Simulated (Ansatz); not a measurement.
Species: C2H5Ga, charge 0, singlet. C2H5Ga (SMILES C=[CH][GaH2]).
B3LYP-D3(BJ)/def2-TZVP minimum from Ansatz (an electronic-structure program):
```xyz
8

Ga    -0.0576     0.1089     0.7349
H     -0.8440     1.4693     0.8029
H      0.3875    -0.6443     2.0390
C      0.3400    -0.6009    -1.0479
C     -0.0426     0.0466    -2.1511
H      0.8801    -1.5364    -1.1725
H      0.1652    -0.3253    -3.1512
H     -0.5856     0.9860    -2.1049
```

Atomisation energy term by term, kcal/mol (programs: Ansatz). Radicals and triplets start from unrestricted determinants; spin-orbit coupling is neglected. Correlated methods leave the cores frozen (noble-gas shells, and filled d and f shells in the p block). No relativity. CBS(X,Y): correlation extrapolated as X^-3, Hartree-Fock from the larger set. A bracket is a step between two methods taken in the basis named. For partners of very few electrons the exact lower level stands in for a higher one.

```json
[
 {"term": "Hartree-Fock", "basis": "cc-pVQZ", "kcal/mol": "485.63"},
 {"term": "CCSD correlation", "basis": "CBS(cc-pVTZ,cc-pVQZ)", "kcal/mol": "149.87"},
 {"term": "(T)", "basis": "CBS(cc-pVTZ,cc-pVQZ)", "kcal/mol": "9.33"},
 {"term": "CCSDT(Q) - CCSD(T)", "basis": "cc-pVDZ", "kcal/mol": "0.50"},
 {"term": "sum: De", "basis": "", "kcal/mol": "645.3"}
]
```
